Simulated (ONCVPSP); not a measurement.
# Mn (Z = 25): one change to an ONCV potential, before and after

ONCVPSP 4.0.1 input, shortened (lines: element, Z, core and valence counts, functional; n l f; lmax; l rc ep ncon nbas qcut; lloc lpopt rc5 dvloc0; l nproj debl; icmod fcfact rcfact), LDA (Perdew-Wang 92), scalar-relativistic:

```
  Mn 25.00    3    4  -001012      upf
    1    0    2.00
    2    0    2.00
    2    1    6.00
    3    0    2.00
    3    1    6.00
    3    2    5.00
    4    0    1.00
    2
    0    1.65    0.00    4    9    7.80
    1    1.05    0.00    5   10   16.10
    2    1.75    0.00    4    9    8.60
    4    3    0.80    3.00
    0    2    1.30
    1    2    0.90
    2    3    2.40
    3    4.75    1.80
```

In the p channel the program set the typed energies aside and used -2.308, 0.250 Ha.

All-electron outer shells of the reference configuration (LDA (PZ), scalar-relativistic, ld1.x):

```json
{"shell": "2p", "level (eV)": "-637.98", "outermost node (bohr)": "–", "outermost maximum (bohr)": "0.19"}
{"shell": "3s", "level (eV)": "-93.71", "outermost node (bohr)": "0.34", "outermost maximum (bohr)": "0.74"}
{"shell": "3p", "level (eV)": "-62.80", "outermost node (bohr)": "0.31", "outermost maximum (bohr)": "0.75"}
{"shell": "3d", "level (eV)": "-15.21", "outermost node (bohr)": "–", "outermost maximum (bohr)": "0.75"}
{"shell": "4s", "level (eV)": "-12.17", "outermost node (bohr)": "1.05", "outermost maximum (bohr)": "2.35"}
```

Change: core correction Teter function, fcfact 2.8, rcfact 1.8.

Cutoffs: the cutoffs (Ha) at which the residual kinetic energy of the hardest occupied pseudo-wave falls to 1 and 0.1 mHa per electron; they do not see the model core or the augmentation charge, which bear on the density cutoff. Errors are all-electron minus pseudo energies relative to the spin-unpolarised reference configuration.

Q: Predict the effect on cutoff, ghosts and configuration errors.

A: The potential gets neither clearly harder nor softer (72 Ha and 90 Ha → 72 Ha and 90 Ha); the errors of the 4 common tests hardly move; neither file shows a bound ghost. A model core, the more so a compact one, raises the density cutoff, which this test does not measure.

| quantity | base | changed |
| --- | --- | --- |
| cutoff, loose | 72 Ha | 72 Ha |
| cutoff, tight | 90 Ha | 90 Ha |
| bound ghosts | none | none |
| GHOST(+) flags under 300 eV | none | none |
| error for 3s2 3p6 3d5 4s2, meV [ΔE -8.65 eV] | +2.0 | +2.1 |
| error for 3s2 3p6 3d5 4s0, meV [ΔE 15.87 eV] | +0.2 | +0.4 |
| error for 3s2 3p6 3d4 4s0, meV [ΔE 48.69 eV] | +81 | +82 |
| error for 3s2 3p6 3d3 4s0, meV [ΔE 99.73 eV] | +661 | +667 |
| s: phases at 1.68 bohr within 0.05 rad from the reference energy up to (Ha; the scan ends near 5) | to the end of the scan | to the end of the scan |
| p: phases at 1.06 bohr within 0.05 rad from the reference energy up to (Ha; the scan ends near 5) | to the end of the scan | to the end of the scan |
| d: phases at 1.78 bohr within 0.05 rad from the reference energy up to (Ha; the scan ends near 5) | to the end of the scan | to the end of the scan |
| rms error of d²Exc/dni dnj with the model core, mHa | 3.33 | 1.93 |
